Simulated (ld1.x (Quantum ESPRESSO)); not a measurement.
nickel ultrasoft: all-electron and pseudo phase curves

ld1.x (Quantum ESPRESSO) 7.5 input, shortened:

```
&input
   title='Ni', zed=28., rel=1, dft='PBE', iswitch=3,
   config='[Ar] 3d8 4s2 4p0 4f-2'
 /
 &inputp
   pseudotype=3, tm=.true., lloc=-1, rcloc=1.35,
   nlcc=.true.,
   which_augfun='PSQ', rmatch_augfun_nc=.true.
 /
8
3S  1  0   2.00   0.00  1.00  1.30  0.0
4S  2  0   2.00   0.00  1.00  1.30  0.0
3P  2  1   6.00   0.00  1.35  1.60  0.0
4P  3  1   0.00   0.00  1.35  1.60  0.0
3D  3  2   8.00   0.00  1.20  1.40  0.0
3D  3  2   0.00   3.75  1.20  1.40  0.0
4F  4  3  -2.00  -0.15  1.25  1.50  0.0
4F  4  3  -2.00   1.25  1.25  1.50  0.0
 &test
   configts(1)='3s2 3p6 3d8 4s2 4p0'
 /
```

The phase is arctan(r·u′/u) with u = r·R(r), unwrapped; energies in Ry, scanned from -10 to 5 Ry. A pole is an energy at which the radial function vanishes at the test radius. The pseudo phase is shifted by a multiple of π to meet the all-electron one at the reference energy, and phase errors are pseudo minus all-electron; the curves can meet again beyond the range given. Levels narrower than the energy grid can be missing from the lists of poles.

| channel | radius (bohr) | reference energy (Ry) | poles, all-electron | poles, pseudo | unbroken range about the reference energy with phases within 0.05 rad | phase error 1 Ry above the reference energy (rad) |
| --- | --- | --- | --- | --- | --- | --- |
| s | 1.75 | -0.41 | -8.05 | -8.05 | the whole range | -0.000 |
| p | 1.75 | -0.09 | -5.05 | -5.05 | below 1.4 | -0.013 |
| d | 1.75 | -0.65 | -0.10 | -0.10 | the whole range | +0.001 |
| f | 1.75 | -0.15 | none | none | the whole range | +0.000 |

The ghost test of this file was not conclusive. Its overlap operator is not positive definite in a basis up to 400 Ry (lowest eigenvalue s -0.21), so the file is unfit for use: the generalised eigenproblem breaks down once the basis is large enough, and its test numbers describe a broken file.

Phases in the s channel:

```
E (Ry)  all-electron  pseudo
-10.00         1.353   1.351
 -9.76         1.346   1.344
 -9.52         1.337   1.336
 -9.28         1.326   1.324
 -9.04         1.308   1.307
 -8.80         1.278   1.277
 -8.56         1.203   1.202
 -8.32         0.640   0.637
 -8.08        -1.536  -1.536
 -7.84        -1.678  -1.679
 -7.60        -1.722  -1.722
 -7.36        -1.745  -1.745
 -7.12        -1.760  -1.760
 -6.88        -1.772  -1.772
 -6.64        -1.782  -1.782
 -6.40        -1.791  -1.791
 -6.16        -1.799  -1.799
 -5.92        -1.807  -1.807
 -5.68        -1.815  -1.815
 -5.44        -1.823  -1.824
 -5.20        -1.832  -1.832
 -4.96        -1.841  -1.841
 -4.72        -1.850  -1.850
 -4.48        -1.860  -1.860
 -4.24        -1.870  -1.871
 -4.00        -1.882  -1.882
 -3.76        -1.894  -1.894
 -3.52        -1.907  -1.908
 -3.28        -1.922  -1.922
 -3.04        -1.939  -1.939
 -2.80        -1.957  -1.957
 -2.56        -1.977  -1.978
 -2.32        -2.001  -2.001
 -2.08        -2.027  -2.027
 -1.84        -2.058  -2.058
 -1.60        -2.094  -2.094
 -1.36        -2.137  -2.137
 -1.12        -2.188  -2.188
 -0.88        -2.250  -2.250
 -0.64        -2.327  -2.327
 -0.40        -2.422  -2.422
 -0.16        -2.542  -2.542
  0.08        -2.694  -2.694
  0.32        -2.880  -2.880
  0.56        -3.098  -3.098
  0.80        -3.332  -3.332
  1.04        -3.559  -3.559
  1.28        -3.759  -3.759
  1.52        -3.924  -3.925
  1.76        -4.057  -4.057
  2.00        -4.162  -4.162
  2.24        -4.246  -4.246
  2.48        -4.314  -4.314
  2.72        -4.369  -4.370
  2.96        -4.415  -4.416
  3.20        -4.454  -4.455
  3.44        -4.488  -4.488
  3.68        -4.516  -4.517
  3.92        -4.542  -4.542
  4.16        -4.564  -4.564
  4.40        -4.584  -4.584
  4.64        -4.601  -4.601
  4.88        -4.617  -4.617
```
